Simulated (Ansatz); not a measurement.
Input for Ansatz (development build ahead of 0.2.0):

```yaml
crystal:
  periodic: [false, false, false]
  atoms:
    - { symbol: B, position_ang: [0.0, 0.0, 0.0] }
basis:
  gaussian: { orbitals: def2-SVP }
magnetization:
  initial_magnetization: 1
hamiltonian:
  xc: hf
correlation:
  method: ccsdt
  frozen_orbitals: { B: 1 }
```

The input is written out in the form of the current development build from the run's settings. Correlation on restricted open-shell orbitals is semicanonical, with singles.

Output:

```yaml
Converged: yes
Reference_energy: -24.49758 hartree
Correlation_energy: -0.06105 hartree
Total_energy: -24.55863 hartree
Spin_squared_of_the_determinant: 0.750
```
